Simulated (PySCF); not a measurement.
HGa, singlet, at a GFN2-xTB geometry (such geometries of metal compounds can be far from the true shape); BLYP/6-311G** in PySCF.

The PySCF input:
```python
from pyscf import gto, scf, dft

mol = gto.M(
    atom='''
Ga   -0.00000000   -0.00000000   -0.05952365
H     0.00000000    0.00000000    1.84523317
''',
    basis='6-311g**',
    verbose=5,
)

mf = dft.RKS(mol)
mf.xc = 'blyp'
mf.grids.level = 5
mf.kernel()
```

What the program printed (banner, timings and long lists left out):

```
PySCF version 2.14.0

[INPUT] verbose = 5
[INPUT] max_memory = 4000
[INPUT] num. atoms = 2
[INPUT] num. electrons = 32
[INPUT] charge = 0
[INPUT] spin (= nelec alpha-beta = 2S) = 0
[INPUT] symmetry False subgroup None
[INPUT] Mole.unit = angstrom
[INPUT] Symbol           X                Y                Z      unit          X                Y                Z       unit  Magmom
[...]
[INPUT] ---------------- BASIS SET ----------------
[INPUT] l, kappa, [nprim/nctr], expnt,             c_1 c_2 ...
[INPUT] H
[...]
                                5.09479           0.190373
                                1.15879           0.852161
[...]
[INPUT] Ga
[...]
                                50100             0.0062466
                                11510             0.032028
                                3292              0.12709
                                1089              0.39092
                                401               0.54643
[...]
                                159.3             0.62239
                                67.59             0.24953
[...]
                                515.4             0.18363
                                164.8             0.85984
[...]
                                24.98             0.50561
                                10.44             0.26224
[...]
                                5.589             0.37884
                                2.517             0.61669
[...]
                                18.94             0.1748
                                6.426             0.44346
                                2.19              0.56702
[...]
nuclear repulsion = 8.61238209847701
number of shells = 22
number of NR pGTOs = 92
number of NR cGTOs = 50
basis = 6-311g**
ecp = {}

******** <class 'pyscf.dft.rks.RKS'> ********
method = RKS
initial guess = minao
damping factor = 0
level_shift factor = 0
DIIS = <class 'pyscf.scf.diis.CDIIS'>
diis_start_cycle = 1
diis_space = 8
diis_damp = 0
SCF conv_tol = 1e-09
SCF conv_tol_grad = None
SCF max_cycles = 50
direct_scf = True
direct_scf_tol = 1e-13
XC library pyscf.dft.libxc version 7.1.2
    S. Lehtola, C. Steigemann, M. J. T. Oliveira, and M. A. L. Marques,  SoftwareX 7, 1–5 (2018)
XC functionals = blyp
    A. D. Becke,  Phys. Rev. A 38, 3098 (1988)
    C. Lee, W. Yang, and R. G. Parr,  Phys. Rev. B 37, 785 (1988)
    B. Miehlich, A. Savin, H. Stoll, and H. Preuss,  Chem. Phys. Lett. 157, 200 (1989)
radial grids:
[...]
  2.06453802e+02  7.84278232e+02]
nelec by numeric integration = 31.99999999824232
E1 = -2700.6862938743175  E2 = 766.62051712464  Ecoul = 842.0083289184178  Exc = -75.38781179377786
cycle= 8 E= -1925.4533946512  delta_E= -1.27e-08  |g|= 1.82e-05  |ddm|= 0.000287
[...]
  mo_energy =
[-3.71040787e+02 -4.53542195e+01 -4.02075407e+01 -4.02075407e+01
 -4.02044085e+01 -5.26146122e+00 -3.59454856e+00 -3.59454856e+00
 -3.58432992e+00 -7.30380157e-01 -7.30380153e-01 -7.22105247e-01
 -7.22105247e-01 -7.20154829e-01 -3.37928941e-01 -1.81682547e-01
 -9.42244152e-02 -9.42244152e-02  1.64375567e-02  8.28775855e-02
  9.11790460e-02  9.11790460e-02  1.36456386e-01  2.65683411e-01
  2.65683411e-01  2.67690090e-01  2.67690091e-01  3.27074318e-01
  4.28473521e-01  5.99668982e-01  5.99668982e-01  6.12915587e-01
  1.40135020e+00  1.40135020e+00  1.58934714e+00  1.81763016e+00
  1.81763017e+00  1.84384074e+00  1.84384074e+00  1.89966396e+00
  2.39686174e+00  3.55919810e+00  3.55919810e+00  3.64157201e+00
  4.56367398e+00  3.97913609e+01  2.06406522e+02  2.06406522e+02
  2.06453814e+02  7.84278243e+02]
nelec by numeric integration = 31.999999998242362
E1 = -2700.6859994943525  E2 = 766.6202227445581  Ecoul = 842.0080211737936  Exc = -75.38779842923553
cycle= 9 E= -1925.45339465132  delta_E= -1.17e-10  |g|= 9.88e-07  |ddm|= 4.72e-05
[...]
  mo_energy =
[-3.71040788e+02 -4.53542205e+01 -4.02075416e+01 -4.02075416e+01
 -4.02044095e+01 -5.26146197e+00 -3.59454928e+00 -3.59454928e+00
 -3.58433070e+00 -7.30380832e-01 -7.30380828e-01 -7.22105970e-01
 -7.22105970e-01 -7.20155569e-01 -3.37929193e-01 -1.81682674e-01
 -9.42246247e-02 -9.42246247e-02  1.64374291e-02  8.28775041e-02
  9.11789479e-02  9.11789479e-02  1.36456211e-01  2.65683185e-01
  2.65683185e-01  2.67689877e-01  2.67689878e-01  3.27074351e-01
  4.28473359e-01  5.99668737e-01  5.99668737e-01  6.12915311e-01
  1.40135033e+00  1.40135033e+00  1.58934714e+00  1.81762970e+00
  1.81762971e+00  1.84384024e+00  1.84384024e+00  1.89966357e+00
  2.39686180e+00  3.55919756e+00  3.55919756e+00  3.64157139e+00
  4.56367337e+00  3.97913600e+01  2.06406521e+02  2.06406521e+02
  2.06453813e+02  7.84278242e+02]
nelec by numeric integration = 31.999999998242366
E1 = -2700.6860328895145  E2 = 766.620256139722  Ecoul = 842.0080559142316  Exc = -75.38779977450963
Extra cycle  E= -1925.45339465132  delta_E= 1.82e-12  |g|= 1.84e-06  |ddm|= 4.03e-06
converged SCF energy = -1925.45339465132
```
